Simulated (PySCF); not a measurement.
# LaO₂⁻, singlet: computed properties

These are results of PySCF, PBE0, basis La def2-TZVPD with ECP46, O def2-TZVPD (scalar-relativistic core potentials, no spin–orbit coupling, density fitting), not measurements.

The structure is a minimum.

Z-matrix (Å, degrees; charge -1 multiplicity 1):
```
La
O  1 2.0316
O  1 2.0316 2 110.30
```

* Point group: C2v
* Bond lengths: La–O 2.032 Å (×2)
* Bond angles: O–La–O 110.3°
* Rotational symmetry number: 2
* Enthalpy at 298.15 K above 0 K: 12.10 kJ/mol
* Rotational constants: 0.481, 0.1896, 0.136 cm⁻¹
* Lowest empty level: 2.04 eV
* Dipole moment about the centre of mass: 9.83 D
* Zero-point energy: 8.9 kJ/mol
* Heat capacity Cp at 298.15 K: 48.8 J/(mol K)
* Principal polarisabilities: 52.9, 93.3, 106.6 bohr³
* Highest occupied level: -0.11 eV
* Principal quadrupole moments (Buckingham, traceless) about the centre of mass: -27.52, 4.98, 22.54 D Å
* Entropy at 298.15 K and 1 bar: 281.2 J/(mol K)

Harmonic modes (masses in u: La 138.906, O 15.995):
```
symmetry  ω (cm⁻¹)  IR (km/mol)
      a1       203          6.3
      b2       604          503
      a1       684          109
```

In C2v the vibrations span 2a1 + b2. Here b1 is antisymmetric to the molecular plane and b2 lies in it.

Charges (e); Mulliken and Löwdin values are unreliable with diffuse functions:
```csv
atom,Mulliken,Löwdin,polar tensor,Mayer order to La1
La1,0.87,1.13,1.46,–
"O2,3",-0.93,-1.07,-1.23,1.68
```

Mulliken populations on La1 (electrons outside its core potential): s 2.08, p 6.02, d 1.85, f 0.18.

Formally La is in oxidation state +3, with 0 electrons left for the f, d and s shells; the Mulliken f population is 0.18.

Only a few start shapes were tried, so a lower isomer may exist. The lowest empty level of this anion is unbound, so it and the gap depend on the basis.

The final relaxation and frequency run took about 70 core-seconds on a shared host.
